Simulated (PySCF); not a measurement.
**Cl (chlorine, neutral) across methods**

[Ne] 3s1 3p6, 2S determinant (an excited configuration). Computed with PySCF 2.14 in dyall-acv3z (19s12p6d4f, 113 functions), with scalar relativity by spin-free X2C-1e.

| method | E (hartree) | mean ε 3s α (eV) | mean ε 3p α (eV) | mean ε 3p β (eV) | Σ⟨r²⟩ (bohr²) | ⟨S²⟩ |
| --- | --- | --- | --- | --- | --- | --- |
| PBE0 | -460.9559 | -24.803 | -11.306 | -9.722 | 28.31 | 0.756 |
| PBE | -460.9538 | -21.944 | -9.626 | -8.630 | 28.36 | 0.753 |
| r2SCAN | -461.0783 | -23.143 | -10.176 | -8.798 | 28.26 | 0.758 |
| PBEsol | -460.2590 | -21.865 | -9.586 | -8.602 | 28.35 | 0.753 |
| LDA | -459.6376 | -21.892 | -9.689 | -8.766 | 28.41 | 0.753 |
| BHandHLYP | -461.0826 | -27.527 | -12.849 | -10.658 | 28.52 | 0.760 |
| UHF | -460.33070 | -32.716 | -15.673 | -11.802 | 28.94 | 0.780 |

(1) Estimate the same row for HSE06.

Answers

(1) E (hartree) = -460.9755; mean ε 3s α (eV) = -24.374; mean ε 3p α (eV) = -10.887; mean ε 3p β (eV) = -9.323; Σ⟨r²⟩ (bohr²) = 28.31; ⟨S²⟩ = 0.756.
